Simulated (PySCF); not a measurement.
B(Cl)(Br)(OMe) (CH₃BBrClO), SMILES COB(Cl)Br.

Geometry optimised at B3LYP-D3(BJ)/def2-SVP. Other conformers were not sampled.

The numbers are results of M06-2X/def2-TZVP run with PySCF, not measurements.

Isolated molecule, no solvent.

The total energy is -3174.50074 hartree and the highest occupied level is -9.70 eV. The lowest empty level is 0.45 eV and the orbital gap is 10.15 eV. The dipole moment is 2.50 D, the quadrupole, principal values (traceless, Buckingham form, about the centre of nuclear charge) is -5.64, -0.76, 6.41 D·Å and the mean static polarisability is 60.5 bohr³ (8.97 Å³). The polarisability, principal values is 45.4, 65.8, 70.3 bohr³.
